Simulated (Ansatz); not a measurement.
Consider the redistribution: `[F][GeH]([SH])[Cl]` + `C[NH][GeH]([F])[O]C` → `C[O][GeH]([F])[SH]` + `C[NH][GeH]([F])[Cl]`.

Gas-phase electronic energies from Ansatz, PBE0-D4/def2-TZVP geometries. CCSD(T)/CBS is the MP2 limit (def2-TZVPP, def2-QZVPP) plus CCSD(T) − MP2 in def2-TZVPP, frozen cores. DFT in def2-TZVPP. B3LYP here is the variant with VWN-RPA as its local correlation; programs differ in this. For Ge outer-core shells are correlated without core-valence functions, which leaves a few kJ/mol of doubt a bond. Scalar relativity is left out up to krypton. One conformer a species, not always the lowest.

`[F][GeH]([SH])[Cl]`:

```xyz
6

F     1.229    1.177   -0.734
Ge    0.450   -0.243   -0.129
S    -0.818    0.284    1.576
Cl   -0.712   -0.940   -1.775
H     1.531   -1.251    0.254
H    -1.680    0.972    0.807
```

`C[NH][GeH]([F])[O]C`:

Cartesian coordinates in Å:
```
C 2.043 -1.432 -0.960
N 1.383 -0.257 -0.428
Ge -0.314 -0.292 0.152
F -1.486 -0.492 -1.133
O -0.610 1.315 0.796
C -1.930 1.726 1.084
H 3.127 -1.345 -0.842
H 1.827 -1.622 -2.018
H 1.733 -2.316 -0.397
H 1.662 0.607 -0.869
H -0.593 -1.453 1.110
H -1.888 2.768 1.406
H -2.580 1.657 0.206
H -2.374 1.135 1.895
```

`C[O][GeH]([F])[SH]`:

Cartesian coordinates in Å:
```
C 0.993 -1.247 -0.155
O -0.117 -0.975 0.678
Ge -0.925 0.579 0.629
F 0.203 1.783 1.177
S -1.432 1.205 -1.427
H 0.792 -0.985 -1.200
H 1.883 -0.706 0.180
H 1.192 -2.319 -0.098
H -2.090 0.492 1.609
H -0.499 2.173 -1.393
```

`C[NH][GeH]([F])[Cl]`:

Cartesian coordinates in Å:
```
C -0.218 -1.330 -0.542
N -0.077 0.102 -0.742
Ge 0.457 1.149 0.624
F 0.456 2.756 -0.006
Cl -0.917 1.202 2.279
H -1.107 -1.615 0.033
H 0.658 -1.718 -0.016
H -0.257 -1.836 -1.510
H -0.833 0.503 -1.280
H 1.839 0.787 1.159
```

| level | ΔE (kJ/mol) | difference from CCSD(T)/CBS |
| --- | --- | --- |
| PBE-D4 | -5.2 | -2.3 |
| PBE0-D4 | -4.0 | -1.1 |
| B3LYP-D4 | -3.9 | -1.0 |
| ωB97X-V | -3.3 | -0.4 |
| B2PLYP | -3.0 | -0.1 |
| PBE | -4.2 | -1.3 |
| B3LYP | -2.3 | 0.6 |
| HF/def2-TZVPP | -0.5 | 2.4 |
| SCS-MP2/def2-TZVPP | -3.3 | -0.4 |
| CCSD/def2-TZVPP | -2.7 | 0.2 |
| CCSD(T)/def2-TZVPP | -3.6 | -0.7 |
| MP2/def2-QZVPP | -3.5 | -0.6 |
| SCS-MP2/def2-QZVPP | -2.8 | 0.1 |
| HF/CBS(def2) | -0.2 | 2.7 |
| MP2/CBS(def2) | -3.3 | -0.4 |
| CCSD/CBS(def2) | -2.0 | 0.9 |
| CCSD(T)/CBS | -2.9 | 0 |

Largest T1 diagnostic among the species: 0.012.

In def2-TZVPP, CCSD(T) changes the Hartree–Fock value by −3.1 kJ/mol (the triples alone add −0.9 kJ/mol) and MP2 by −3.5 kJ/mol.
